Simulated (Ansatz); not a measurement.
Li5Al. The state is a triplet with charge 0. Geometry r2SCAN-D4/def2-TZVP, that of the charge +1 doublet; atoms count from 1.

```csv
atom,x (Å),y (Å),z (Å)
Li1,0.566,-1.517,-1.966
Li2,-0.676,-2.037,1.374
Li3,0.027,1.407,2.271
Li4,1.332,1.952,-1.243
Li5,-1.817,0.250,-0.639
Al6,0.568,-0.054,0.203
```

At PBE0-D4/def2-TZVP a singlet of charge 0 lies 0.52 eV below the triplet at the same geometry. The structure comes from a short search, and lower isomers may exist.

**Question.** Estimate the Mulliken populations from the PBE0/def2-TZVP orbitals of Ansatz.

**Answer.** 
```json
{"atom": "Li1", "charge (e)": "0.38", "spin (α − β)": "0.27"}
{"atom": "Li2", "charge (e)": "0.38", "spin (α − β)": "0.27"}
{"atom": "Li3", "charge (e)": "0.40", "spin (α − β)": "0.28"}
{"atom": "Li4", "charge (e)": "0.40", "spin (α − β)": "0.28"}
{"atom": "Li5", "charge (e)": "0.32", "spin (α − β)": "0.49"}
{"atom": "Al6", "charge (e)": "-1.87", "spin (α − β)": "0.41"}
```
Mulliken values and Mayer orders depend strongly on the basis.

**Question.** Where does the spin sit?

**Answer.** Summed by element: Li 1.59, Al 0.41, of 2 unpaired in all. Largest on single atoms: Li5 0.49, Al6 0.41, Li3 0.28.

**Question.** And the Mayer bond orders between bonded heavy atoms (over 0.3)?

**Answer.** Li1–Al6 0.49 (2.62 Å); Li2–Al6 0.49 (2.62 Å); Li3–Al6 0.53 (2.59 Å); Li4–Al6 0.53 (2.59 Å); Li5–Al6 0.51 (2.55 Å).
